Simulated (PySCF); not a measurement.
Mo(NH)(S)(Cl)(NH2) (ClH3MoN2S), SMILES [Cl][Mo]([NH2])(=[S])=[NH], multiplicity 1. Atoms are numbered in the order given.

```xyz
8

Mo     0.1598     0.0777    -0.1682
N      0.9861    -0.7263    -1.4511
H      1.6580    -1.4158    -1.7924
S      1.0035    -0.4259     1.7187
Cl    -2.0686    -0.5087    -0.2275
N      0.3925     1.9557    -0.4984
H      0.7550     2.3475    -1.3649
H      0.3339     2.6595     0.2364
```

Geometry optimised at B3LYP-D3(BJ)/def2-SVP. The multiplicity is an assumed one; no other spin state was optimised. The structure was generated by enumeration; whether it is a known compound was not checked. The def2 effective core potentials stand for the cores of Mo; spin–orbit coupling is left out. One conformer was computed; it need not be the lowest.

Method: PBE/def2-TZVP (PySCF).

The total energy is -1037.70455 hartree and the highest occupied level is -6.39 eV. The lowest empty level is -3.37 eV. The orbital gap is 3.03 eV and the dipole moment comes out as 3.41 D. The quadrupole, principal values (traceless, Buckingham form, about the centre of nuclear charge) comes out as -11.98, 1.63, 10.35 D·Å. The mean static polarisability is 91.8 bohr³ (13.60 Å³). The polarisability, principal values is 80.7, 89.1, 105.6 bohr³.
